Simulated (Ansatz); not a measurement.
Program: Ansatz. Geometries: PBE0-D4/def2-TZVP. ΔE: electronic, gas phase. CBS: MP2 limit from def2 TZ/QZ plus the TZ coupled-cluster correction, frozen cores. This one scheme is used for every species. Functionals use def2-TZVPP. One conformer a species, not always the lowest.

`CN(C)BS` + `[OH][AlH][Cl]` → `SB[O][AlH][Cl]` + dimethylamine  (ligand exchange at a B–N bond)

**Question.** Is it downhill or uphill in electronic energy at CCSD(T)/CBS, and by how much? (An estimate is asked.)

**Answer.** The calculation gave: Nearly level: ΔE = +0.6 kcal/mol.

**Question.** What do these levels give: LDA (SPW92), r2SCAN-D4, PBE0-D4, r2SCANh-D4, CAM-B3LYP-D4, HF/CBS(def2)? (Estimate.)

**Answer.** The calculation gave: LDA (SPW92) 3.8, r2SCAN-D4 -0.1, PBE0-D4 0.6, r2SCANh-D4 -0.3, CAM-B3LYP-D4 -0.8, HF/CBS(def2) -6.9 kcal/mol.

Largest T1 diagnostic among the species: 0.013.

From BLYP to BHLYP (50 % exact exchange), in def2-TZVPP and without D4, ΔE moves by −1.3 kcal/mol. Leaving LDA and LC-ωPBE aside and taking each functional with its dispersion term where it has one, the values, not all of them listed here, spread over 3.9 kcal/mol, from BHLYP-D4 to revPBE-D4. LDA lies +3.0 kcal/mol from PBE without D4. At CCSD(T), def2-SVP lies −2.7 kcal/mol from the extrapolated value and def2-TZVPP −0.1 kcal/mol.
